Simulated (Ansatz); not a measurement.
A nudged elastic band was laid between two geometries of BF₂H₆NSi (11 atoms, charge 0, multiplicity 1).

Computed with RKS PBE0-D4/def2-SVP in Ansatz 0.2.0.

| Quantity | Value |
| --- | --- |
| movable images | 7 |
| climbing image | yes |
| spring | 5.0 eV/Å² |
| optimiser | quadratic models (default) |
| start path | through a guess of the saddle point |
| force threshold | 0.05 eV/Å |
| iteration limit | 57 |
| end points | relaxed |

Image 0:

```xyz
11
Properties=species:S:1:pos:R:3
B 0.114 -0.281 0.062
H -0.051 0.813 0.585
F 1.443 -0.593 -0.215
F -0.721 -0.558 -0.993
N -0.288 -1.426 1.219
H -0.823 -2.140 0.715
Si 1.217 -2.114 1.985
H 1.881 -2.996 0.999
H 2.037 -0.982 2.473
H 0.741 -2.927 3.145
H -0.925 -1.011 1.901
```

Image 8:

```xyz
11
Properties=species:S:1:pos:R:3
B 0.225 -0.777 -0.259
H -0.866 0.804 2.008
F 0.856 0.302 0.199
F -0.542 -0.629 -1.332
N 0.376 -2.016 0.384
H -0.151 -2.789 -0.010
Si 1.342 -2.333 1.820
H 1.514 -3.813 1.902
H 2.668 -1.665 1.697
H 0.669 -1.853 3.064
H -1.465 0.554 2.405
```

(1) Which bonds break or form, and what moves?

(2) Give the energies along the band, and the barrier.

(3) What is the geometry of the highest image?

Results:

(1) Bonds broken: B1–H2, N5–H11. Bonds formed: H2–H11. BF2H6NSi becomes BF2H4NSi + H2.

(2) The forces met the threshold. The highest image is number 5 of 0 to 8, 33.4 kcal/mol above the first end and 37.8 kcal/mol above the last; the last end lies 4.5 kcal/mol below the first. The profile has 2 maxima (images 2, 5) with wells between them (image 4): this band takes more than one step, which may be the mechanism or a detour left from its start path. Neighbouring images differ by up to 1.6 eV, so the band resolves the path poorly. A vibrational analysis at the climbing image gives one clearly imaginary mode, 1410i cm⁻¹: a first-order saddle point. The orbitals stay closed-shell, which can raise the energy where a bond breaks towards radicals; this wasn't checked here.

```
image  path coordinate (Å)  energy (kcal/mol)  B1–H2 (Å)  N5–H11 (Å)  H2–H11 (Å)
    0                 0.00                0.0       1.22        1.02        2.41
    1                 1.43                1.3       1.23        1.02        2.55
    2                 2.86                1.6       1.23        1.02        2.70
    3                 4.30                1.2       1.23        1.02        2.57
    4                 5.73                0.0       1.22        1.02        2.42
    5                 7.16               33.4       1.42        1.34        1.04
    6                 8.40               -2.8       2.52        2.46        0.76
    7                 9.64               -4.4       2.96        3.22        0.76
    8                10.88               -4.5       2.97        3.75        0.76
```

(3) 
```xyz
11
Properties=species:S:1:pos:R:3:forces:R:3
B -0.026 -0.259 0.291 0.02 0.01 0.00
H -1.212 0.089 0.992 -0.01 0.00 0.00
F 0.950 0.533 0.788 0.00 0.00 -0.01
F -0.317 -0.160 -1.021 0.00 -0.01 0.00
N 0.049 -1.721 0.832 0.00 0.00 0.01
H -0.301 -2.404 0.162 0.00 0.00 -0.01
Si 1.351 -2.235 1.923 0.00 0.00 0.00
H 1.052 -3.639 2.330 0.00 0.00 0.00
H 2.686 -2.190 1.262 0.00 0.00 0.00
H 1.330 -1.338 3.108 0.00 0.00 0.00
H -0.938 -0.890 1.211 0.00 -0.01 0.00
```

Run time: 6.7 min on 2 threads of Arm Neoverse V2 (shared host), peak memory 0.2 GiB.
